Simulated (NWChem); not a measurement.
Species: CH₃Zn cation; SMILES [CH3][Zn+]

All runs: NWChem. The level has its own optimisation; frequencies are unscaled.

Task: Estimate the computed values for PBE0/def2-SVP. Quantities: r C–Zn (Å); r C–H (Å); highest harmonic frequency (cm⁻¹); lowest (cm⁻¹); zero-point energy (kcal/mol).

Result: 
```json
{
  "r C–Zn (Å)": "1.969",
  "r C–H (Å)": "1.098",
  "highest harmonic frequency (cm⁻¹)": "3238",
  "lowest (cm⁻¹)": "501",
  "zero-point energy (kcal/mol)": "22.1"
}
```
